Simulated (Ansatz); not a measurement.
Program: Ansatz. Geometries: PBE0-D4/def2-TZVP. ΔE: electronic, gas phase. CBS: MP2 limit from def2 TZ/QZ plus the TZ coupled-cluster correction, frozen cores. DFT in def2-TZVPP. One conformer a species, not always the lowest.

Reaction (isomerisation): `CCC[SiH2]Cl` → `C[SiH2]CCCl`

```csv
level,ΔE (kJ/mol)
PBE-D4,109.2
CCSD/def2-TZVPP,118.6
```

What does CCSD(T)/CBS give? (Estimate.)

Ansatz gave: +117.6 kJ/mol. The listed levels differ from it by -8.4, 1.0 kJ/mol.

Largest T1 diagnostic among the species: 0.010.

In def2-TZVPP, CCSD(T) changes the Hartree–Fock value by −9.2 kJ/mol (the triples alone add −2.1 kJ/mol) and MP2 by −5.1 kJ/mol. From PBE to PBE0 (25 % exact exchange), in def2-TZVPP and without D4, ΔE moves by +5.6 kJ/mol.
